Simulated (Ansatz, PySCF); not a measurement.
Process, species as SMILES: BOC -> [BH2] (BH2) + C[O] (the B-O bond at the site shown breaks; other sites are not compared here)
Structures are relaxed separately at B3LYP-D3(BJ)/def2-TZVP in Ansatz (an electronic-structure program), one conformer each, not searched for the lowest. Frequencies are from Ansatz or PySCF.

Property: bond dissociation energy (enthalpy at 298 K, with B3LYP-D3(BJ) rigid-rotor harmonic-oscillator terms), in kcal/mol. Valence correlation only, unless marked. UHF or UKS for open shells. Spin-orbit coupling is left out. No relativistic terms. CBS(X,Y): correlation extrapolated as X^-3; Hartree-Fock from the larger set. The bracket is a focal-point correction in the basis named.

| level | program | bond dissociation energy (kcal/mol) |
|---|---|---|
| HF/6-31G | Ansatz | 97.0 |
| SVWN5/def2-TZVPD | Ansatz | 156.0 |
| B3LYP/def2-TZVPD | Ansatz | 133.3 |
| PBE0/6-31G* | Ansatz | 137.1 |
| BHLYP-D4/def2-TZVPD | Ansatz + dftd4 | 131.8 |
| wB97X/def2-TZVPD | Ansatz | 136.8 |
| RPA@PBE/cc-pVTZ | Ansatz | 133.4 |
| MP2/cc-pVDZ | Ansatz | 141.4 |
| MP2/cc-pwCVTZ | Ansatz | 147.6 |
| RI-MP2/cc-pVTZ | Ansatz | 147.3 |
| RI-MP2/CBS(aug-cc-pVTZ,aug-cc-pVQZ) | Ansatz | 149.8 |
| SCS-MP2/6-31G* | Ansatz | 140.7 |
| CCSD(T)/STO-3G | Ansatz | 151.4 |
| RI-MP2/CBS(cc-pVTZ,cc-pVQZ)+[CCSD(T)-MP2]/cc-pVTZ | Ansatz | 142.0 |
| RI-MP2/CBS(aug-cc-pVTZ,aug-cc-pVQZ)+[CCSD(T)-MP2]/aug-cc-pVTZ | Ansatz | 141.5 |
